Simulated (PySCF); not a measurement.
**How the method changes the constants of MgTl**

State: ²Π (doublet), unpaired electrons π ↑. Set-up: PySCF, scalar-relativistic core potentials, basis sets Mg aug-cc-pVDZ, Tl aug-cc-pVDZ-PP with ECP60. De refers to Mg + Tl in their high-spin ground configurations, without counterpoise correction. The functionals are run spin-unrestricted. A positive dipole means Mg(−)Tl(+). Levels whose curve was spin-contaminated or gave no clean fit are not listed.

| Level | Re (Å) | ωe (cm⁻¹) | De (eV) | μ (D) |
| --- | --- | --- | --- | --- |
| ROHF-MP2 | 3.082 | 123 | 0.278 | n/a |
| ROHF-SCS-MP2 | 3.167 | 102 | 0.194 | n/a |
| PBE | 3.020 | 148 | 0.489 | -0.52 |
| BP86 | 3.023 | 146 | 0.443 | -0.62 |
| r²SCAN | 2.989 | 153 | 0.494 | -0.69 |
| TPSSh | 3.017 | 146 | 0.421 | -0.45 |
| PBE0 | 3.033 | 142 | 0.407 | -0.66 |
| M06-2X | 3.214 | 103 | 0.266 | -0.61 |
| ωB97X | 3.111 | 119 | 0.302 | -0.85 |

The bond length runs from 2.989 Å (r²SCAN) to 3.214 Å (M06-2X). De spans 0.19 eV (ROHF-SCS-MP2, perturbation theory) to 0.49 eV (r²SCAN, meta-GGA).

Correlated steps freeze 5 core orbitals. Correlated levels converge slowly with the basis: in double zeta they bind strong bonds too weakly, by up to about 1 eV, and carry superposition errors of some tenths. Spin–orbit coupling is left out, which matters for elements this heavy, above all for dissociation energies. The state is the lowest determinant that a PBE0 search found; another state may lie lower at other levels.

The whole job (state search and all levels along the bond) took about 4.5 min on 1 thread of Arm Neoverse N1 (shared host), peak memory 0.92 GiB.
